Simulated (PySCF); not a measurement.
Correlation energy of O³⁺ (oxygen, charge +3)

[He] 2s2 2p1, 2P determinant. All numbers are calculated (PySCF 2.14, no relativity, point nucleus, in def2-QZVPPD). Frozen: nothing; 5 electrons correlated.

```csv
level,correlation energy (mhartree)
CCSD,-115.27
(T),-1.37
CCSD(T),-116.64
```

Diagnostics: T1 = 0.0043, D1 = 0.0106, largest double amplitude 0.134.

**Question.** Is a single reference adequate?

**Answer.** Mostly. T1 lies below 0.03, but a double amplitude of this size points to a near-degeneracy that CCSD handles and MP2 describes poorly.

This basis was not built for core-valence correlation, so the inner-shell part is incomplete.
